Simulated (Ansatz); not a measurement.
The same path of C2H4BrFO (9 atoms, charge 0, multiplicity 1) was run twice with different band settings. The coordinate that changes most is the dihedral H8–C1–O2–C3.

All numbers below come from RKS PBE0-D4/def2-SVP in Ansatz.

Relaxed end points:

```xyz
9
Properties=species:S:1:pos:R:3
C -0.145 -1.049 -0.661
O 0.657 0.081 -0.382
C 0.157 0.888 0.575
F -0.962 1.523 0.153
Br 1.503 2.211 1.012
H -1.116 -0.755 -1.091
H 0.406 -1.657 -1.388
H -0.319 -1.648 0.251
H -0.092 0.359 1.513
```

```xyz
9
Properties=species:S:1:pos:R:3
C -0.264 -0.959 -0.752
O 0.303 0.328 -0.612
C 0.263 0.815 0.644
F -1.004 1.108 1.020
Br 1.325 2.434 0.697
H -0.101 -1.266 -1.792
H 0.228 -1.686 -0.080
H -1.345 -0.946 -0.540
H 0.684 0.126 1.398
```

Common settings: movable images 5; climbing image yes; spring 5.0 eV/Å²; start path through a guess of the saddle point; force threshold 0.03 eV/Å; iteration limit 60; end points relaxed.

| run | optimiser |
| --- | --- |
| 1 | quadratic models (default) |
| 2 | lbfgs |

(1) What does each run give, and how far can it be trusted?

Results:

(1) Run 1: converged after 8 iterations, highest image 0.067 eV above the first end. A vibrational analysis at the climbing image gives one clearly imaginary mode, 178i cm⁻¹: a first-order saddle point.
Run 2: converged after 27 iterations, highest image 0.067 eV above the first end. Another band between the same ends (5 images) ends at a top of the same energy, where a vibrational analysis finds 1 clearly imaginary mode.
